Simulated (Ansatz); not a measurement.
`[NH2][W]([NH2])(=[S])=[S]` + `[SiH3][AlH][Cl]` → `[NH2][W](=[S])(=[S])[Cl]` + `[NH2][AlH][SiH3]`  (redistribution)

Isolated molecules relaxed with PBE0-D4/def2-TZVP in Ansatz; ΔE leaves out vibrations. CCSD(T)/CBS adds triple-zeta CCSD(T) − MP2 to the extrapolated MP2 energy (def2 sets, frozen cores). Functionals use def2-TZVPP. B3LYP here is the variant with VWN-RPA as its local correlation; programs differ in this. Elements past krypton have def2 core potentials. For W outer-core shells are correlated without core-valence functions, which leaves a few kJ/mol of doubt a bond. Each species was taken in one conformer, which may not be the lowest.

Task: Is it downhill or uphill in electronic energy at CCSD(T)/CBS, and by how much? (Best estimate.)

Result: Ansatz gave: Uphill: ΔE = +1.8 kcal/mol.

Task: What do these levels give: PBE-D4, PBE0-D4, B3LYP-D4, BHLYP-D4, CAM-B3LYP-D4, B2PLYP, revPBE, BLYP, PBE0, LC-ωPBE, CCSD(T)/def2-TZVPP, MP2/CBS(def2)? (An estimate is asked.)

Result: Computed: PBE-D4 1.1, PBE0-D4 2.2, B3LYP-D4 1.5, BHLYP-D4 2.6, CAM-B3LYP-D4 2.4, B2PLYP 0.3, revPBE 1.3, BLYP 0.7, PBE0 2.3, LC-ωPBE 3.8, CCSD(T)/def2-TZVPP 1.5, MP2/CBS(def2) -1.8 kcal/mol.

Largest T1 diagnostic among the species: 0.022, so the coupled-cluster value is less sure than usual.

From PBE to PBE0 (25 % exact exchange), in def2-TZVPP and without D4, ΔE moves by +1.1 kcal/mol. Leaving LDA and LC-ωPBE aside and taking each functional with its dispersion term where it has one, the values, not all of them listed here, spread over 2.9 kcal/mol, from B2PLYP to ωB97X-V.
